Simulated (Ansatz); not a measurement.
System: C₂H₉OSi₂ (charge 0, doublet). It need not be the lowest isomer of its formula. 
Coordinates optimised at B3LYP-D3(BJ)/def2-TZVP (Ansatz, an electronic-structure program):
```xyz
14

Si    -0.8791    -0.0399    -0.4962
C     -1.6612     1.6453    -0.7662
C     -1.6974    -0.9460     0.9358
O      0.7127     0.2178    -0.1289
Si     2.1467    -0.4351     0.3113
H     -2.7221     1.5477    -1.0039
H     -1.1749     2.1815    -1.5819
H     -1.5648     2.2468     0.1437
H     -1.2345    -1.9178     1.1137
H     -1.6068    -0.3524     1.8517
H     -2.7584    -1.1073     0.7356
H      2.6902    -1.2736    -0.7829
H      1.9835    -1.2771     1.5214
H      3.0918     0.6639     0.6053
```
Charge 0, spin multiplicity 2.

Property: atomisation energy (electronic, to ground-state atoms), in kcal/mol. Valence correlation only, unless marked. Open shells are spin-unrestricted. Spin-orbit coupling is left out. No relativistic terms. The coupled-cluster limit lacks core correlation, which all-electron functionals hold. Basis-set limits of correlation are two-point, X^-3; Hartree-Fock from the larger set.

```json
[
 {"level": "PBE0/def2-TZVPD", "program": "Ansatz", "atomisation energy (kcal/mol)": "1198.0"},
 {"level": "SCS-MP2/cc-pV(Q+d)Z", "program": "Ansatz", "atomisation energy (kcal/mol)": "1213.5"},
 {"level": "CCSD(T)/CBS(cc-pV(T+d)Z,cc-pV(Q+d)Z)", "program": "Ansatz", "atomisation energy (kcal/mol)": "___"}
]
```

Task: What belongs in the gaps?

Result: 
- CCSD(T)/CBS(cc-pV(T+d)Z,cc-pV(Q+d)Z), atomisation energy (kcal/mol): 1212.6
